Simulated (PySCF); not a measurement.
Simulated outer-valence photoelectron spectrum of `N#CC#[C][MgH]`. Method: EOM-IP-CCSD/aug-cc-pVDZ in PySCF, restricted Hartree–Fock reference, frozen core, non-relativistic, gas phase, PBE0-D3(BJ)/def2-SVP geometry.

Each root has a Gaussian of 0.4 eV full width with its one-hole share as area; cross sections and vibrations are left out, and the highest printed point is 100.

| ionisation energy (eV) | intensity |
| --- | --- |
| 10.2 | 1 |
| 10.3 | 3 |
| 10.4 | 13 |
| 10.5 | 35 |
| 10.6 | 66 |
| 10.7 | 91 |
| 10.8 | 96 |
| 10.9 | 84 |
| 11.0 | 65 |
| 11.1 | 46 |
| 11.2 | 26 |
| 11.3 | 12 |
| 11.4 | 4 |
| 11.5 | 1 |
| 11.6 | 0 |
| 11.7 | 0 |
| 11.8 | 0 |
| 11.9 | 0 |
| 12.0 | 0 |
| 12.1 | 0 |
| 12.2 | 0 |
| 12.3 | 0 |
| 12.4 | 0 |
| 12.5 | 1 |
| 12.6 | 6 |
| 12.7 | 15 |
| 12.8 | 30 |
| 12.9 | 41 |
| 13.0 | 42 |
| 13.1 | 38 |
| 13.2 | 40 |
| 13.3 | 56 |
| 13.4 | 80 |
| 13.5 | 99 |
| 13.6 | 100 |
| 13.7 | 79 |
| 13.8 | 46 |
| 13.9 | 20 |
| 14.0 | 6 |
| 14.1 | 1 |
| 14.2 | 0 |

Question: Where are the maxima, and how many lines lie under the curve?

Answer: 3 maxima, at 10.8, 13.0 and 13.6 eV, from 5 lines (7 roots with degenerate partners counted). At this width some lines have no maximum of their own.

Question: List the lines with their holes.

Answer: 
```json
{"E (eV)": "10.73", "leading hole (HF orbital)": "HOMO/HOMO-1", "area": "1.92", "Koopmans (eV)": "10.73"}
{"E (eV)": "11.03", "leading hole (HF orbital)": "HOMO-2", "area": "0.93", "Koopmans (eV)": "11.48"}
{"E (eV)": "12.94", "leading hole (HF orbital)": "HOMO-5", "area": "0.91", "Koopmans (eV)": "15.07"}
{"E (eV)": "13.38", "leading hole (HF orbital)": "HOMO-6", "area": "0.91", "Koopmans (eV)": "15.72"}
{"E (eV)": "13.61", "leading hole (HF orbital)": "HOMO-3/HOMO-4", "area": "1.85", "Koopmans (eV)": "14.26"}
```

The widest gap, 1.91 eV, lies between 11.03 and 12.94 eV. Only orbitals with −ε under 21 eV, eight at most, were ionised, so the high end of the curve may lack lines.
